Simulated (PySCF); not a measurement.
Geometry:
```csv
atom,x (Å),y (Å),z (Å)
C1,-0.178,-0.219,-2.056
Si2,-0.017,-0.022,-0.177
Si3,-0.163,2.233,0.450
Si4,-1.718,-1.187,0.938
Si5,2.048,-0.836,0.579
H6,-1.148,0.167,-2.405
H7,-0.105,-1.280,-2.342
H8,0.621,0.335,-2.573
H9,-0.028,2.360,1.934
H10,-1.482,2.811,0.040
H11,0.923,3.034,-0.198
H12,-3.064,-0.671,0.535
H13,-1.659,-2.648,0.615
H14,-1.567,-1.021,2.418
H15,2.198,-2.291,0.261
H16,3.175,-0.095,-0.071
H17,2.154,-0.659,2.061
```

All values are calculated (PySCF): PBE0-D3(BJ)/def2-SVP geometry, shielding tensors at PBE0/pcSseg-1 (GIAO). In vacuum, one averaged value for each set of equivalent atoms, non-relativistic, one computed conformer.

Referencing at the same level of theory: ¹³C (σref 184.41) and ¹H (σref 31.27) and ²⁹Si (σref 351.99) against TMS.

```tsv
atoms	nucleus	count	Hirshfeld charge	δ (ppm)
H6/H7/H8	¹H	3	0.04	0.44
Si3/Si4/Si5	²⁹Si	3	0.20	?
C1	¹³C	1	-0.20	-7.8
Si2	²⁹Si	1	0.13	?
H9/H10/H11/H12/H13/H14/H15/H16/H17	¹H	9	-0.07	3.63
```

Q: Complete the table.

A: 
- Si2: -95.1 ppm, silicon bonded to C, 3 Si
- Si3/Si4/Si5: -100.1 ppm, silicon bonded to Si, 3 H

Shifts are as computed. Against solution values, carbons near 30 ppm lie about +2 ppm off and those near 130 ppm about +5 ppm. Of 1211 compounds with measured shifts, 218 miss one by over three times the rms of a fit or turn the order of signals round; such compounds aren't used in these exercises.
